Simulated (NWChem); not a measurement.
System: SiH4S2; SMILES S[SiH2]S

The following NWChem deck was run.

```
start job
memory heap 200 mb stack 900 mb global 1100 mb
geometry units angstroms noautoz
  Si     0.000000     0.000000    -0.722600
  S      1.824916     0.051381     0.426483
  S     -1.824916    -0.051381     0.426483
  H      0.102166     1.220343    -1.557501
  H     -0.102166    -1.220343    -1.557501
  H      1.628297    -1.111258     1.086723
  H     -1.628297     1.111258     1.086723
end
basis spherical
  Si library def2-tzvp
  S library def2-tzvp
  H library def2-tzvp
end
dft
  xc m06-2x
  iterations 150
  vectors input atomic output neutral.movecs
end
task dft energy
charge 1
dft
  odft
  mult 2
  vectors input atomic output cation.movecs
end
task dft energy
```

NWChem printed, in part:

```
             Northwest Computational Chemistry Package (NWChem) 7.3.0
             --------------------------------------------------------

 C2  symmetry detected

                             Geometry "geometry" -> ""
                             -------------------------

 Output coordinates in angstroms (scale by  1.889725989 to convert to a.u.)

  No.       Tag          Charge          X              Y              Z
 ---- ---------------- ---------- -------------- -------------- --------------
    1 Si                  14.0000     0.00000000     0.00000000    -0.77439000
    2 S                   16.0000     1.82540769     0.02907177     0.37469300
    3 S                   16.0000    -1.82540769    -0.02907177     0.37469300
    4 H                    1.0000     0.11707425     1.21900310    -1.60929100
    5 H                    1.0000    -0.11707425    -1.21900310    -1.60929100
    6 H                    1.0000     1.61459280    -1.13107716     1.03493300
    7 H                    1.0000    -1.61459280     1.13107716     1.03493300

 Effective nuclear repulsion energy (a.u.)     192.0891869369

      Symmetry information
      --------------------

 Group name             C2
 Group number              4
 Group order               2
 No. of unique centers     4

                                 NWChem DFT Module
                                 -----------------

 Summary of "ao basis" -> "ao basis" (spherical)
 ------------------------------------------------------------------------------
       Tag                 Description            Shells   Functions and Types
 ---------------- ------------------------------  ------  ---------------------
 Si                        def2-tzvp                13       37   5s5p2d1f
 S                         def2-tzvp                13       37   5s5p2d1f
 H                         def2-tzvp                 4        6   3s1p

      Symmetry analysis of basis
      --------------------------

        a          68
        b          67

            General Information
            -------------------
          SCF calculation type: DFT
          Wavefunction type:  closed shell.
          No. of atoms     :     7
          No. of electrons :    50
           Alpha electrons :    25
            Beta electrons :    25
          Charge           :     0
          Spin multiplicity:     1
          Use of symmetry is: on ; symmetry adaption is: on
          Maximum number of iterations: 150
          AO basis - number of functions:   135
                     number of shells:    55
          Convergence on energy requested:  1.00D-06
          Convergence on density requested:  1.00D-05
          Convergence on gradient requested:  5.00D-04

              XC Information
              --------------
                       M06-2X Method XC Functional
                     Hartree-Fock (Exact) Exchange  0.540
                        M06-2X Exchange Functional  1.000
                      M06-2X Correlation Potential  1.000

             Grid Information
             ----------------
          Grid used for XC integration:  medium
          Radial quadrature: Mura-Knowles
          Angular quadrature: Lebedev.
          Tag              B.-S. Rad. Rad. Pts. Rad. Cut. Ang. Pts.
          ---              ---------- --------- --------- ---------
          Si                  1.10       88          10.0       590
          S                   1.00       88          11.0       590
          H                   0.35       45          11.0       434
          Grid pruning is: on
          Number of quadrature shells:   266
          Spatial weights used:  Erf1

      Superposition of Atomic Density Guess
      -------------------------------------

 Sum of atomic energies:       -1085.79364997

      Non-variational initial energy
      ------------------------------

 Total energy =   -1086.622580
 1-e energy   =   -1884.074063
 2-e energy   =     605.362296
 HOMO         =      -0.310977
 LUMO         =       0.041871

      Symmetry analysis of molecular orbitals - initial
      -------------------------------------------------

  Numbering of irreducible representations:

     1 a           2 b

  Orbital symmetries:

     1 a           2 b           3 a           4 a           5 b
     6 b           7 a           8 a           9 b          10 a
    11 b          12 a          13 b          14 a          15 b
    16 a          17 b          18 a          19 b          20 a
    21 a          22 b          23 b          24 a          25 b
    26 a          27 a          28 b          29 b          30 a
    31 b          32 a          33 b          34 a          35 b

   convergence    iter        energy       DeltaE   RMS-Dens  Diis-err
 ---------------- ----- ----------------- --------- --------- ---------
 d= 0,ls=0.0,diis     1  -1088.2625423492 -1.28D+03  3.62D-03  9.97D-01
 d= 0,ls=0.0,diis     2  -1088.2936006831 -3.11D-02  2.37D-03  1.01D-01
 d= 0,ls=0.0,diis     3  -1088.3011437992 -7.54D-03  9.22D-04  4.76D-02
 d= 0,ls=0.0,diis     4  -1088.3078792984 -6.74D-03  1.17D-04  3.46D-04
 d= 0,ls=0.0,diis     5  -1088.3079291779 -4.99D-05  5.05D-05  2.34D-05
  Resetting Diis
 d= 0,ls=0.0,diis     6  -1088.3079334517 -4.27D-06  9.30D-06  1.23D-06
 d= 0,ls=0.0,diis     7  -1088.3079336841 -2.32D-07  2.43D-06  8.45D-08

         Total DFT energy =    -1088.307933684080
      One electron energy =    -1886.833493437547
           Coulomb energy =      680.210854409136
    Exchange-Corr. energy =      -73.774481592535
 Nuclear repulsion energy =      192.089186936865

 Numeric. integr. density =       50.000004663976

                  Occupations of the irreducible representations
                  ----------------------------------------------

                     irrep           alpha         beta
                     --------     --------     --------
                     a                13.0         13.0
                     b                12.0         12.0

                       DFT Final Molecular Orbital Analysis
                       ------------------------------------

 Vector   23  Occ=2.000000D+00  E=-3.815516D-01  Symmetry=b
              MO Center=  1.2D-14,  7.0D-15,  1.5D-01, r^2= 4.9D+00
   Bfn.  Coefficient  Atom+Function         Bfn.  Coefficient  Atom+Function
  ----- ------------  ---------------      ----- ------------  ---------------
    52      0.233553  2 S  px                89      0.233553  3 S  px
    15     -0.193428  1 Si px                53      0.154509  2 S  py
    90      0.154509  3 S  py                55      0.151441  2 S  px
    92      0.151441  3 S  px                42      0.138127  2 S  s
    79     -0.138127  3 S  s                 41      0.135236  2 S  s

 Vector   24  Occ=2.000000D+00  E=-3.311026D-01  Symmetry=a
              MO Center= -7.7D-14,  3.4D-15,  2.7D-01, r^2= 4.6D+00
   Bfn.  Coefficient  Atom+Function         Bfn.  Coefficient  Atom+Function
  ----- ------------  ---------------      ----- ------------  ---------------
    54      0.289678  2 S  pz                91      0.289678  3 S  pz
    57      0.209343  2 S  pz                94      0.209343  3 S  pz
    53      0.187058  2 S  py                90     -0.187058  3 S  py
    56      0.145403  2 S  py                93     -0.145403  3 S  py
    51      0.137534  2 S  pz                88      0.137534  3 S  pz

 Vector   25  Occ=2.000000D+00  E=-3.160354D-01  Symmetry=b
              MO Center=  1.0D-13, -1.2D-15,  2.5D-01, r^2= 4.9D+00
   Bfn.  Coefficient  Atom+Function         Bfn.  Coefficient  Atom+Function
  ----- ------------  ---------------      ----- ------------  ---------------
    52      0.255224  2 S  px                89      0.255224  3 S  px
    54     -0.211732  2 S  pz                91      0.211732  3 S  pz
    55      0.185595  2 S  px                92      0.185595  3 S  px
    57     -0.163249  2 S  pz                94      0.163249  3 S  pz
    53     -0.152502  2 S  py                90     -0.152502  3 S  py

 Vector   26  Occ=0.000000D+00  E= 2.580136D-02  Symmetry=a
              MO Center= -2.8D-15, -1.1D-15, -1.0D-01, r^2= 5.8D+00
   Bfn.  Coefficient  Atom+Function         Bfn.  Coefficient  Atom+Function
  ----- ------------  ---------------      ----- ------------  ---------------
     5      1.247030  1 Si s                 20      0.628733  1 Si pz
    55      0.501130  2 S  px                92     -0.501130  3 S  px
   126     -0.471335  6 H  s                132     -0.471335  7 H  s
     4      0.408813  1 Si s                 57      0.315583  2 S  pz
    94      0.315583  3 S  pz                56     -0.290032  2 S  py

 Vector   27  Occ=0.000000D+00  E= 3.501860D-02  Symmetry=a
              MO Center= -2.1D-14, -6.3D-16,  1.8D-01, r^2= 6.5D+00
   Bfn.  Coefficient  Atom+Function         Bfn.  Coefficient  Atom+Function
  ----- ------------  ---------------      ----- ------------  ---------------
    20      0.845134  1 Si pz               126      0.730426  6 H  s
   132      0.730426  7 H  s                 42     -0.665756  2 S  s
    79     -0.665756  3 S  s                114      0.518777  4 H  s
   120      0.518777  5 H  s                 56      0.356473  2 S  py
    93     -0.356473  3 S  py                 5     -0.343633  1 Si s

 Vector   28  Occ=0.000000D+00  E= 4.062766D-02  Symmetry=b
              MO Center= -7.3D-14,  5.6D-15, -3.9D-01, r^2= 6.5D+00
   Bfn.  Coefficient  Atom+Function         Bfn.  Coefficient  Atom+Function
  ----- ------------  ---------------      ----- ------------  ---------------
    18      1.033378  1 Si px                42     -0.859629  2 S  s
    79      0.859629  3 S  s                126      0.464459  6 H  s
   132     -0.464459  7 H  s                 15      0.277906  1 Si px
    56      0.265611  2 S  py                93      0.265611  3 S  py
    55      0.213077  2 S  px                92      0.213077  3 S  px

     Multipole analysis of the density
     ---------------------------------

     L   x y z        total         alpha         beta         nuclear
     -   - - -        -----         -----         ----         -------
     0   0 0 0     -0.000000    -25.000000    -25.000000     50.000000

     1   1 0 0     -0.000000     -0.000000     -0.000000      0.000000
     1   0 1 0      0.000000      0.000000      0.000000      0.000000
     1   0 0 1      0.007999      0.003999      0.003999     -0.000000

     2   2 0 0    -34.478957   -216.984919   -216.984919    399.490881
     2   1 1 0     -1.669678      2.144963      2.144963     -5.959605
     2   1 0 1     -0.000000     -0.000000     -0.000000      0.000000
     2   0 2 0    -29.320101    -24.583420    -24.583420     19.846738
     2   0 1 1     -0.000000     -0.000000     -0.000000      0.000000
     2   0 0 2    -30.426301    -51.298685    -51.298685     72.171070

                                 NWChem DFT Module
                                 -----------------

      Symmetry analysis of basis
      --------------------------

        a          68
        b          67

            General Information
            -------------------
          SCF calculation type: DFT
          Wavefunction type:  spin polarized.
          No. of atoms     :     7
          No. of electrons :    49
           Alpha electrons :    25
            Beta electrons :    24
          Charge           :     1
          Spin multiplicity:     2
          Use of symmetry is: on ; symmetry adaption is: on
          Maximum number of iterations: 150
          AO basis - number of functions:   135
                     number of shells:    55
          Convergence on energy requested:  1.00D-06
          Convergence on density requested:  1.00D-05
          Convergence on gradient requested:  5.00D-04

              XC Information
              --------------
                       M06-2X Method XC Functional
                     Hartree-Fock (Exact) Exchange  0.540
                        M06-2X Exchange Functional  1.000
                      M06-2X Correlation Potential  1.000

             Grid Information
             ----------------
          Grid used for XC integration:  medium
          Radial quadrature: Mura-Knowles
          Angular quadrature: Lebedev.
          Tag              B.-S. Rad. Rad. Pts. Rad. Cut. Ang. Pts.
          ---              ---------- --------- --------- ---------
          Si                  1.10       88          10.0       590
          S                   1.00       88          11.0       590
          H                   0.35       45          11.0       434
          Grid pruning is: on
          Number of quadrature shells:   266
          Spatial weights used:  Erf1

      Superposition of Atomic Density Guess
      -------------------------------------

 Sum of atomic energies:       -1085.79364997

 Renormalizing density from      50.00 to     49

      Non-variational initial energy
      ------------------------------

 Total energy =   -1072.913445
 1-e energy   =   -1846.392582
 2-e energy   =     581.389949
 HOMO         =      -0.601291
 LUMO         =      -0.246158

   Symmetry analysis of molecular orbitals - initial alpha
   -------------------------------------------------------

  Numbering of irreducible representations:

     1 a           2 b

  Orbital symmetries:

     1 a           2 b           3 a           4 a           5 b
     6 b           7 a           8 a           9 b          10 a
    11 b          12 a          13 b          14 b          15 a
    16 a          17 b          18 a          19 b          20 a
    21 a          22 b          23 b          24 a          25 b
    26 a          27 b          28 a          29 b          30 b
    31 a          32 a          33 b          34 a          35 b

   Symmetry analysis of molecular orbitals - initial beta
   ------------------------------------------------------

  Numbering of irreducible representations:

     1 a           2 b

  Orbital symmetries:

     1 a           2 b           3 a           4 a           5 b
     6 b           7 a           8 a           9 b          10 a
    11 b          12 a          13 b          14 b          15 a
    16 a          17 b          18 a          19 b          20 a
    21 a          22 b          23 b          24 a          25 b
    26 a          27 b          28 a          29 b          30 b
    31 a          32 a          33 b          34 a          35 b

[...]
```

Level: M06-2X/def2-TZVP, vertical spin-unrestricted ions. All runs use the structure optimised with B3LYP/6-31G* (spherical d).
